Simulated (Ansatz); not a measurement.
Program: Ansatz.

input.yaml

```yaml
crystal:
  periodic: [false, false, false]
  atoms:
    - { symbol: Al, position_ang: [-0.4449, 0.8504, -0.031] }
    - { symbol: O, position_ang: [0.7314, -0.9305, 0.4123] }
    - { symbol: O, position_ang: [-1.4447, -0.2956, -0.5831] }
    - { symbol: H, position_ang: [-0.422, -0.9294, -0.1442] }
    - { symbol: Cl, position_ang: [0.1854, 2.6947, 0.4428] }
    - { symbol: H, position_ang: [1.3949, -1.3895, -0.0968] }
magnetization:
  spin_polarized: true
basis:
  gaussian: { orbitals: def2-SVP }
hamiltonian:
  xc: hf
md:
  timestep: 0.5
  n_steps: 25
  ensemble: nve
  temperature: 100000.0
  initial_velocities: maxwell_boltzmann
  seed: 699857
```

Launched with:

```bash
$ ansatz run input.yaml --threads 1 --pin off --max-ram 2048MiB --backend cpu --events-out ev --progress --plain --runs-dir out
```

Problem. Is this a sound run?

Solution. The starting temperature is far beyond what bonds survive. The program accepted the input, but its numbers aren't properties of this system. The calculation hadn't finished when its time ran out.

```
md step     0: t =     0.00 fs  T = 100000.0 K  F+E_penalty+E_count = -23184.49838621 eV  E_kin = 51.704000 eV  conserved = -23132.79438664 eV  (35 SCF iters)
md step     1: t =     0.50 fs  T = 98174.9 K  F+E_penalty+E_count = -23183.65227554 eV  E_kin = 50.760342 eV  conserved = -23132.89193370 eV  (33 SCF iters)
md step     2: t =     1.00 fs  T = 91058.2 K  F+E_penalty+E_count = -23180.29844445 eV  E_kin = 47.080740 eV  conserved = -23133.21770450 eV  (34 SCF iters)
md step     3: t =     1.50 fs  T = 83536.4 K  F+E_penalty+E_count = -23174.77310480 eV  E_kin = 43.191664 eV  conserved = -23131.58144068 eV  (36 SCF iters)
md step     4: t =     2.00 fs  T = 86544.4 K  F+E_penalty+E_count = -23177.91146479 eV  E_kin = 44.746893 eV  conserved = -23133.16457153 eV  (34 SCF iters)
md step     5: t =     2.50 fs  T = 86330.6 K  F+E_penalty+E_count = -23177.37888728 eV  E_kin = 44.636356 eV  conserved = -23132.74253110 eV  (61 SCF iters)
md step     6: t =     3.00 fs  T = 82467.5 K  F+E_penalty+E_count = -23175.24947710 eV  E_kin = 42.638977 eV  conserved = -23132.61049988 eV  (76 SCF iters)
md step     7: t =     3.50 fs  T = 80351.6 K  F+E_penalty+E_count = -23175.92904866 eV  E_kin = 41.545013 eV  conserved = -23132.63237375 eV  (336 SCF iters)
md step     8: t =     4.00 fs  T = 79667.7 K  F+E_penalty+E_count = -23175.57276416 eV  E_kin = 41.191375 eV  conserved = -23132.62972725 eV  (79 SCF iters)
md step     9: t =     4.50 fs  T = 78730.1 K  F+E_penalty+E_count = -23175.07195209 eV  E_kin = 40.706617 eV  conserved = -23132.61367299 eV  (751 SCF iters)
Error: SIGTERM received: run cancelled behind 630 evaluations of the mean field
```
